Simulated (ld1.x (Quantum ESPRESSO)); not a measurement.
# rhodium: variants of one RRKJ potential

Base potential:

```
Element                 : Rh
Generator               : ld1.x (Quantum ESPRESSO) 7.5
Type                    : norm-conserving RRKJ (Kleinman–Bylander form)
Functional              : PBE
Relativity              : scalar-relativistic
Frozen core             : [Ar] 3d10
Valence charge          : 17
Reference configuration : 4s2 4p6 4d7 5s0 5p0 (charge +2)
Partial waves           : 4p (bound): rc 1.45 bohr; 4d (bound): rc 1.30 bohr; 4s (bound): rc 1.40 bohr
Local potential         : the s channel
Core correction         : none
rho0                    : 0.02
```

Cutoffs, loose and tight: the cutoffs (Ry, on a coarse ladder) from which the occupation-weighted sum of valence levels, in a spherical-Bessel basis at the reference potential, stays within 10 and 1 mRy of its value at 400 Ry. They do not see the model core or the augmentation charge, which bear on the density cutoff. Test errors are all-electron minus pseudo excitation energies from the reference, over the configurations 4s2 4p6 4d8 5s1 5p0; 4s2 4p6 4d8 5s0 5p0; 4s2 4p6 4d6 5s0 5p0; 4s2 4p5 4d8 5s1 5p0; 4s2 4p6 4d8 5s0 5p1; 4s2 4p6 4d7 5s1 5p1; 4s2 4p6 4d8.5 5s0.5 5p0. A dash means not determined; rows that change the core or the reference have their own tests.

```csv
change,outcome,"cutoff, loose","cutoff, tight",bound ghosts,largest test error (meV)
base,generated,90 Ry,140 Ry,none,+1032
wave 4d (bound): rc 1.30 bohr becomes 4d (bound): rc 1.18 bohr,generated,110 Ry,160 Ry,none,+1034
wave 4d (bound): rc 1.30 bohr becomes 4d (bound): rc 1.62 bohr,generated,80 Ry,120 Ry,none,+1022
wave 4d (bound): rc 1.30 bohr becomes 4d (bound): rc 1.78 bohr,generated,80 Ry,120 Ry,none,+1013
wave 4d (bound): rc 1.30 bohr becomes 4d (bound): rc 1.92 bohr,generated,80 Ry,120 Ry,none,+995
```

Task: What comes out with this change to the base: wave 4d (bound): rc 1.30 bohr becomes 4d (bound): rc 0.86 bohr?

Result: outcome: generated; cutoff, loose: 230 Ry; cutoff, tight: 300 Ry; bound ghosts: none; largest test error (meV): +1041.

Task: What comes out with this change to the base: wave 4d (bound): rc 1.30 bohr becomes 4d (bound): rc 1.04 bohr?

Result: outcome: generated; cutoff, loose: 110 Ry; cutoff, tight: 180 Ry; bound ghosts: none; largest test error (meV): +1037.

Task: What comes out with this change to the base: wave 4d (bound): rc 1.30 bohr becomes 4d (bound): rc 1.42 bohr?

Result: outcome: generated; cutoff, loose: 80 Ry; cutoff, tight: 140 Ry; bound ghosts: none; largest test error (meV): +1030.

Reading the sweep of the d radius (base included, trends over the rows without a ghost): The loose cutoff falls from 230 Ry at 0.86 to 80 Ry at 1.92 bohr. A larger radius leaves more room for a smooth pseudo-wave, so fewer plane waves are needed; a smaller one forces it to follow the all-electron wave where it bends sharply. The median size of the test errors (rows with all tests solved) stays near 297.9 meV.
